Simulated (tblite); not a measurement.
C5H6SSe (charge +1 and doublet state).
Geometry (GFN2-xTB, Å), atoms numbered from 1 in this order:
```
atom  x, y, z in Å
C1    -2.208   -0.464    0.218
C2    -0.786   -0.138    0.051
C3    -0.250    1.027   -0.496
C4     1.132    1.052   -0.505
C5     1.693   -0.105    0.043
Se6    3.505   -0.437    0.208
S7     0.451   -1.219    0.565
H8    -2.415   -1.496   -0.065
H9    -2.496   -0.371    1.270
H10   -2.831    0.212   -0.364
H11   -0.868    1.823   -0.873
H12    1.726    1.864   -0.889
H13    3.344   -1.747    0.819
```

Computed with GFN2-xTB (tblite): harmonic, unscaled wavenumbers at the GFN2-xTB geometry, gas phase. The method is semi-empirical: single wavenumbers can be off by several per cent or more. Modes of hydrogen on selenium can be 10 to 20 % off. One conformer, not necessarily the lowest. Open shells enter through the occupations alone, without spin polarisation, and single modes of such species can be off by tens of per cent. The optimisation stopped once no atom felt more than 0.01 eV/Å.

Lowest wavenumbers of the output (negative numbers stand for imaginary wavenumbers):
```
mode    cm-1
  1     -20.4
  2      94.7
  3     161.4
  4     253.6
  5     280.0
  6     289.7
  7     316.1
  8     438.9
```

Is this structure a minimum?

Not by this Hessian. 1 mode is imaginary beyond 20i (20i cm⁻¹), so at this level the point lies at or near a first-order saddle. The curvature is small, so loose convergence or finite differences may be the whole cause.

Which atoms move in the imaginary mode?

20i: H9 (hydrogen on carbon) 37 %, H8 (hydrogen on carbon) 33 %, H10 (hydrogen on carbon) 26 %. These are shares of the mass-weighted motion.

What is the remedy?

Step along that mode in both directions, optimise again with tighter thresholds and repeat the frequencies. The zero-point energy of this point (55.1 kcal/mol) counts the 32 real modes alone, and thermal corrections from it aren't those of a minimum.
